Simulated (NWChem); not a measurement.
System: CdSiH3Cl; SMILES [SiH3][Cd][Cl]

Program: NWChem. def2 effective core potentials on Cd; no spin-orbit coupling. B3LYP is NWChem's, with the RPA form of VWN correlation. Each level has its own optimisation; frequencies are unscaled.

```tsv
level	r Cd–Cl (Å)	r Cd–Si (Å)	r H–Si (Å)	highest harmonic frequency (cm⁻¹)	lowest (cm⁻¹)	zero-point energy (kcal/mol)
B3LYP/3-21G (all-electron, non-relativistic)	2.430	2.584	1.500	2189	62	15.5
Hartree-Fock/STO-3G (all-electron, non-relativistic)	2.206	2.391	1.426	2885	95	20.8
PBE0/def2-SVP (core potentials)	2.307	2.486	1.496	2233	77	15.9
```
